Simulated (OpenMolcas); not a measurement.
Cu3+: effect of the active space

| Quantity | Value |
| --- | --- |
| Program | OpenMolcas 26.06 |
| Method | CASSCF or its RAS form |
| Basis | ANO-RCC-VDZP |
| Scalar Hamiltonian | DKH2, point nucleus |
| Spin-orbit coupling | state interaction with AMFI integrals over the reference wave functions, term energies averaged over their components |

A. 8 electrons in 5 orbitals (3d); 2S+1 = 3 even, 10 roots; 2S+1 = 1 even, 15 roots; cost roughly 5 core-seconds
B. 8 electrons in 9 orbitals (RAS2 3d 4s; RAS3 4p, at most 2 electrons); 2S+1 = 3 even, 48 roots; 2S+1 = 5 even, 10 roots kept (CI in the orbitals of an earlier block); 2S+1 = 1 even, 43 roots kept (CI in the orbitals of an earlier block); 2S+1 = 3 odd, 9 roots (0 in the spin-orbit step); 2S+1 = 5 odd, 7 roots kept (CI in the orbitals of an earlier block, 0 in the spin-orbit step); cost roughly 9 core-minutes

Energies in cm-1 above 3d8 3F4, the measured ground level; measured values from Sugar and Musgrove, J. Phys. Chem. Ref. Data 19, 527 (1990).

```csv
Level,A,B,Measured
3d8 3F4,0.0,0.0,0.0
3d8 3F3,1928,2074,1861
3d8 3F2,3220,3458,3078
3d8 1D2,19285,20226,16248
3d8 3P2,23509,24688,19697
3d8 3P1,23955,25153,20097
3d8 3P0,24315,25536,20423
3d8 1G4,29937,31631,26913
3d8 1S0,71744,75098,61456
```

Deviations, from unrounded energies. A percentage is the sum of absolute deviations over the sum of measured energies, with the sign that they share, or ± where signs differ.

| Against measurement | Levels | A | B |
| --- | --- | --- | --- |
| mean absolute deviation (cm-1) | 8 | 3500 | 4800 |
| fine structure of the ground term (%) | 2 | +4.2 | +12.0 |
| other terms of the ground configuration (%) | 6 | +16.9 | +22.8 |

A lies closest to measurement on these levels. The largest miss of A in the table is 3d8 1S0, by +10000 cm-1. The ranking rests on the paired levels alone, and a cruder setting can come out closer through cancelling errors.

Between A and B the level of the table that moves most is 3d8 1S0, by 3400 cm-1 (lowest in A, highest in B).

Without dynamic correlation excited terms often stand tens of per cent too high (terms of higher spin than the ground term too low), and those without a measured partner can miss by more than the paired ones. The basis is small and was not contracted for so high a charge. Some high roots are left out of the spin-orbit mixing, which shifts the levels that they would mix with (holds for B). Terms from blocks run as CI alone lack orbitals of their own (holds for B). Computed and measured levels are paired by configuration, term and J; levels that our copy of the source lacks, or whose pairing is in doubt (as where it misses far off the trend of its configuration), stay unpaired and out of the deviations. Only configurations of the active space appear. Levels that lie high or do not pair safely by name in every column are left out.
